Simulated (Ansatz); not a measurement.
Reaction (cleavage of the Si–Si bond): `N[Si](N)(O)[SiH3]` + H–F → `N[Si](N)(O)F` + SiH₄

Isolated molecules relaxed with PBE0-D4/def2-TZVP in Ansatz; ΔE leaves out vibrations. CCSD(T)/CBS is the MP2 limit (def2-TZVPP, def2-QZVPP) plus CCSD(T) − MP2 in def2-TZVPP, frozen cores. This one scheme is used for every species. DFT in def2-TZVPP. Each species was taken in one conformer, which may not be the lowest.

`N[Si](N)(O)[SiH3]`:

```xyz
13

N    -1.023   -1.547    0.133
Si   -0.395    0.032   -0.122
N     0.013    0.046   -1.781
O    -1.546    1.085    0.420
Si    1.511    0.678    1.080
H    -0.512   -2.344   -0.213
H    -1.475   -1.761    1.007
H     0.581    0.776   -2.179
H    -0.583   -0.386   -2.468
H    -2.431    0.971    0.065
H     2.076    1.964    0.578
H     1.209    0.844    2.528
H     2.575   -0.357    0.951
```

H–F:

Cartesian coordinates in Å:
```
F 0.096 0.182 -0.412
H -0.096 -0.182 0.412
```

`N[Si](N)(O)F`:

Z-matrix (Å, degrees):
```
Si
N 1 1.695
O 1 1.637 2 119.6
N 1 1.685 2 109.0 3 -119.1
F 1 1.605 2 102.6 3 116.5
H 2 1.005 1 121.3 3 -92.7
H 2 1.005 1 121.7 3 61.7
H 3 0.958 1 116.8 2 83.1
H 4 1.004 1 122.0 2 -41.3
H 4 1.005 1 121.9 2 158.9
```

SiH₄:

Z-matrix (Å, degrees):
```
Si
H 1 1.485
H 1 1.485 2 109.5
H 1 1.485 2 109.5 3 -120.0
H 1 1.485 2 109.5 3 120.0
```

```csv
level,ΔE (kJ/mol),difference from CCSD(T)/CBS
PBE-D4,-151.9,23.4
PBE0-D4,-161.6,13.7
ωB97X-V,-179.1,-3.8
ωB97M-V,-184.4,-9.1
r2SCAN,-180.7,-5.4
PBE0,-167.1,8.2
SCS-MP2/def2-TZVPP,-187.0,-11.7
HF/def2-QZVPP,-217.1,-41.8
MP2/def2-QZVPP,-179.6,-4.3
MP2/CBS(def2),-177.8,-2.5
CCSD(T)/CBS,-175.3,0
```

Largest T1 diagnostic among the species: 0.012.

From PBE to PBE0 (25 % exact exchange), in def2-TZVPP and without D4, ΔE moves by −9.3 kJ/mol. In def2-TZVPP, CCSD(T) changes the Hartree–Fock value by +37.4 kJ/mol (the triples alone add +5.7 kJ/mol) and MP2 by +34.8 kJ/mol. The D4 term adds +9.4 kJ/mol with B3LYP and +5.5 kJ/mol with PBE0; it sums over pairs of atoms, weighted by their polarisabilities, and B3LYP, whose exchange is more repulsive, gets the larger term.

B3LYP here is the variant with VWN-RPA as its local correlation; programs differ in this.
